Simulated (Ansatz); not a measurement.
Steps of a relaxation of FH3NOY, SMILES `[NH2][Y]([OH])[F]` with RKS PBE0-D4/def2-TZVP.

```sh
$ ansatz run in.yaml --threads 2 --pin off --events-out ev --progress --plain --max-ram 32768MiB --backend cpu
```

```yaml
crystal:
  periodic: [false, false, false]
  atoms:
    - {symbol: N, position_ang: [-1.135100, 1.096320, 0.055850]}
    - {symbol: Y, position_ang: [0.139260, -0.112710, -1.078380]}
    - {symbol: O, position_ang: [1.775070, -0.164770, -0.024000]}
    - {symbol: F, position_ang: [-0.458730, -1.889510, -0.482890]}
    - {symbol: H, position_ang: [-1.669190, 0.450060, 0.651230]}
    - {symbol: H, position_ang: [-0.621860, 1.713910, 0.694300]}
    - {symbol: H, position_ang: [1.970550, -1.093310, 0.183890]}
basis:
  gaussian: {orbitals: def2-TZVP}
hamiltonian: {xc: pbe0, dispersion: d4}
relax: {f_tol: 0.005, max_steps: 150}
```

Positions (Å) and forces (eV/Å) along the path, 13 of 13 steps:

```xyz
7
step=1 energy=-7345.8831 eV
N    -1.135    1.096    0.056   -0.203    0.357    0.874
Y     0.139   -0.113   -1.078   -1.104    0.012   -1.379
O     1.775   -0.165   -0.024    1.955   -0.572    0.739
F    -0.459   -1.890   -0.483   -0.366   -0.793   -0.184
H    -1.669    0.450    0.651   -0.005    0.556   -0.149
H    -0.622    1.714    0.694   -0.489   -0.122   -0.135
H     1.971   -1.093    0.184    0.212    0.562    0.234
7
step=2 energy=-7346.2341 eV
N    -1.133    1.114    0.098    0.043   -0.433    0.509
Y     0.122   -0.187   -1.075   -0.240   -0.019    0.563
O     1.930   -0.186   -0.140    0.212   -1.454    0.416
F    -0.525   -2.021   -0.609   -0.056    0.053   -0.286
H    -1.784    0.570    0.686    0.197    0.498   -0.426
H    -0.692    1.776    0.740   -0.225   -0.078   -0.240
H     2.081   -1.064    0.300    0.071    1.434   -0.535
7
step=3 energy=-7346.4122 eV
N    -1.115    1.100    0.142   -0.652   -0.440    0.896
Y     0.116   -0.254   -0.979   -0.026   -0.106    0.415
O     2.016   -0.224   -0.206    0.045   -1.392    0.652
F    -0.593   -2.113   -0.713    0.005    0.178   -0.180
H    -1.926    0.702    0.667    0.739    0.496   -0.736
H    -0.748    1.820    0.765   -0.068   -0.084   -0.271
H     2.250   -1.031    0.323   -0.043    1.348   -0.775
7
step=4 energy=-7346.5348 eV
N    -1.105    1.073    0.200   -1.286    0.017    1.045
Y     0.112   -0.316   -0.872   -0.003   -0.195    0.293
O     2.049   -0.251   -0.201    0.237   -1.258    0.572
F    -0.654   -2.177   -0.796    0.053    0.234   -0.114
H    -2.035    0.822    0.625    1.223    0.281   -0.794
H    -0.804    1.871    0.765    0.040   -0.275   -0.333
H     2.437   -1.021    0.280   -0.263    1.197   -0.670
7
step=5 energy=-7346.6916 eV
N    -1.143    1.077    0.248   -0.332    0.004    0.345
Y     0.093   -0.394   -0.689    0.223    0.270   -0.055
O     2.080   -0.317   -0.204   -0.648    0.325   -0.210
F    -0.714   -2.200   -0.881   -0.196   -0.305   -0.048
H    -2.110    0.912    0.537    0.354    0.161   -0.184
H    -0.825    1.889    0.771   -0.086   -0.089   -0.103
H     2.618   -0.968    0.217    0.685   -0.367    0.255
7
step=6 energy=-7346.7708 eV
N    -1.163    1.069    0.289   -0.127   -0.072    0.120
Y     0.084   -0.461   -0.550    0.140    0.139    0.006
O     2.089   -0.353   -0.154   -0.080   -0.295    0.152
F    -0.793   -2.215   -0.952   -0.083   -0.109   -0.025
H    -2.161    0.977    0.473    0.246    0.118   -0.084
H    -0.854    1.915    0.758   -0.087   -0.046   -0.033
H     2.797   -0.931    0.137   -0.008    0.265   -0.136
7
step=7 energy=-7346.8120 eV
N    -1.153    1.044    0.328   -0.098    0.022   -0.067
Y     0.070   -0.507   -0.503    0.021   -0.062    0.074
O     2.065   -0.393   -0.124    0.137   -0.248    0.083
F    -0.862   -2.241   -0.931    0.011    0.056   -0.042
H    -2.169    1.078    0.301    0.168    0.000    0.069
H    -0.849    1.849    0.862   -0.038   -0.001   -0.035
H     2.898   -0.830    0.067   -0.201    0.233   -0.081
7
step=8 energy=-7346.8456 eV
N    -1.135    1.023    0.341   -0.140    0.098    0.035
Y     0.022   -0.620   -0.365    0.371   -0.182   -0.044
O     2.032   -0.481   -0.077   -0.173   -0.056    0.011
F    -0.948   -2.248   -1.062    0.006    0.069    0.023
H    -2.146    1.097    0.333    0.028    0.031    0.014
H    -0.787    1.870    0.775   -0.020    0.006    0.000
H     2.963   -0.641    0.056   -0.072    0.034   -0.040
7
step=9 energy=-7346.8505 eV
N    -1.133    1.027    0.349    0.003    0.053    0.027
Y     0.044   -0.631   -0.317   -0.057   -0.071   -0.026
O     2.044   -0.530   -0.058    0.097    0.004    0.009
F    -0.969   -2.207   -1.066    0.025    0.019    0.005
H    -2.144    1.074    0.299   -0.027    0.023    0.006
H    -0.830    1.893    0.779   -0.003   -0.034   -0.019
H     2.989   -0.626    0.015   -0.037    0.006   -0.003
7
step=10 energy=-7346.8517 eV
N    -1.138    1.022    0.350   -0.014    0.001    0.006
Y     0.035   -0.646   -0.304   -0.006   -0.018   -0.012
O     2.037   -0.522   -0.056    0.004   -0.005    0.009
F    -0.961   -2.219   -1.079    0.008    0.002    0.001
H    -2.147    1.098    0.301    0.001    0.010    0.002
H    -0.809    1.881    0.775    0.003    0.006   -0.001
H     2.983   -0.614    0.013    0.004    0.004   -0.006
7
step=11 energy=-7346.8513 eV rejected
N    -1.141    1.015    0.365   -0.032    0.035   -0.038
Y     0.024   -0.662   -0.285    0.027   -0.020    0.012
O     2.028   -0.528   -0.043    0.113   -0.004   -0.005
F    -0.950   -2.231   -1.097    0.004    0.023    0.009
H    -2.147    1.120    0.297    0.031   -0.012    0.016
H    -0.794    1.880    0.764   -0.003   -0.027    0.008
H     2.979   -0.596   -0.001   -0.139    0.006   -0.002
7
step=12 energy=-7346.8518 eV
N    -1.140    1.022    0.351   -0.007   -0.005    0.004
Y     0.031   -0.653   -0.296    0.006    0.001    0.001
O     2.034   -0.524   -0.049   -0.124    0.009   -0.008
F    -0.953   -2.225   -1.087    0.001    0.003    0.001
H    -2.149    1.109    0.304    0.005    0.002   -0.002
H    -0.802    1.879    0.771    0.003   -0.001   -0.002
H     2.979   -0.608    0.006    0.116   -0.009    0.007
7
step=13 energy=-7346.8519 eV
N    -1.141    1.020    0.353   -0.003    0.001    0.000
Y     0.029   -0.655   -0.293   -0.001   -0.002   -0.001
O     2.032   -0.524   -0.048    0.001    0.000    0.000
F    -0.953   -2.226   -1.089    0.000    0.000    0.000
H    -2.149    1.113    0.302    0.002    0.000    0.000
H    -0.798    1.877    0.770    0.001    0.000    0.000
H     2.979   -0.604    0.005    0.000    0.000    0.000
```

Hardware: 2 threads of a server CPU on a shared host. Wall time 54 s, peak host memory 0.34 GiB.
